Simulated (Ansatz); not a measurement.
Consider the ligand exchange at the Al–F bond: `C[S][Al]([F])[F]` + HCl → `C[S][Al]([F])[Cl]` + H–F.

Computed with Ansatz on PBE0-D4/def2-TZVP structures; ΔE is electronic, products minus reactants. CBS: MP2 limit from def2 TZ/QZ plus the TZ coupled-cluster correction, frozen cores. This one scheme is used for every species. DFT in def2-TZVPP. B3LYP here is the variant with VWN-RPA as its local correlation; programs differ in this. HSE06 is defined as in plane-wave codes. Each species was taken in one conformer, which may not be the lowest.

```csv
level,ΔE (kcal/mol)
r2SCAN,4.9
B3LYP,6.4
HSE06,3.6
BHLYP,6.0
MP2/def2-SVP,5.7
CCSD/def2-TZVPP,5.5
CCSD(T)/def2-TZVPP,5.1
HF/CBS(def2),6.1
```

(1) What does CCSD(T)/CBS give? (Estimate.)

(2) What do rigid-rotor, harmonic-oscillator terms from PBE0-D4/def2-TZVP frequencies (298.15 K, 1 bar) make of the CCSD(T)/CBS value? (An estimate is asked.)

Largest T1 diagnostic among the species: 0.012.

Answers

(1) The calculation gave: +4.4 kcal/mol. The listed levels differ from it by 0.5, 2.0, -0.8, 1.6, 1.3, 1.1, 0.7, 1.7 kcal/mol.

(2) Ansatz gave: ΔZPE = +1.1 kcal/mol, ΔH = +5.6 kcal/mol, ΔS = -3 J/(mol·K), ΔG = +5.8 kcal/mol. Modes under 50 cm⁻¹ make the entropy rough.

Leaving LDA and LC-ωPBE aside and taking each functional with its dispersion term where it has one, the values, not all of them listed here, spread over 3.2 kcal/mol, from HSE06-D4 to CAM-B3LYP-D4. From BLYP to BHLYP (50 % exact exchange), in def2-TZVPP and without D4, ΔE moves by −1.3 kcal/mol. The D4 term adds −1.0 kcal/mol with B3LYP and −0.6 kcal/mol with PBE0; it sums over pairs of atoms, weighted by their polarisabilities, and B3LYP, whose exchange is more repulsive, gets the larger term.
